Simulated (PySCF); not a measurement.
**F²⁺ (fluorine, charge +2): UHF calculation**

Configuration: [He] 2s2 2p2 3d1, one real determinant (an excited configuration). Computed with PySCF 2.14 in aug-cc-pV5Z (7s6p5d4f3g2h, 127 functions), with no relativity, point nucleus.

- Total energy: -95.831458 hartree
- One-electron energy: -121.0557 hartree
- Hartree (Coulomb) energy: 33.8692 hartree
- Exchange energy: -8.6449 hartree
- Kinetic energy: 95.98615 hartree
- ⟨S²⟩: 3.7528
- ⟨L²⟩: 7.996
- Sum of ⟨r⟩: 6.535 bohr
- Sum of ⟨r²⟩: 12.15 bohr²
- Traceless quadrupole moment −½Σ⟨3z² − r²⟩ along its main axis: -1.77 e·bohr²
- Density at the nucleus (Gaussians lack the cusp): 451 bohr⁻³
- Spin density at the nucleus: -0.0285 bohr⁻³
- Langevin diamagnetic susceptibility: -9.62 ×10⁻⁶ cm³/mol

| shell | electrons | mean orbital energy (hartree) | rms radius, mean of both spins (bohr) |
| --- | --- | --- | --- |
| 1s α | 1 | -28.91826 | 0.203 |
| 1s β | 1 | -28.78390 | 0.203 |
| 2s α | 1 | -3.58149 | 0.962 |
| 2s β | 1 | -3.12979 | 0.962 |
| 2p α | 2 | -2.84378 | 0.912 |
| 3d α | 1 | -0.50616 | 2.92 |

⟨L²⟩ = 8.00 against 12 for a pure F term, so this real determinant mixes terms. The outer electron is Rydberg-like, and this basis confines it to a smaller radius and binds it less than a complete one would.

Spin-orbit constants ζ (cm⁻¹) from the X2C one-electron operator on these orbitals (non-relativistic here): bare nucleus, nucleus screened by l(l+1)(2l+1)/3 electrons, and screened by the Breit-Pauli mean field of the electrons.

| shell | bare | screened nucleus | mean field |
| --- | --- | --- | --- |
| 2p | 622.7 | 484.3 | 433.3 |
| 3d | 6.904 | 2.301 | 2.060 |

To first order the Landé constant is A = 48.61 cm⁻¹, so the lowest level has J = 3/2 and lies 0.0362 eV below the centre of the term. This holds in LS coupling only.
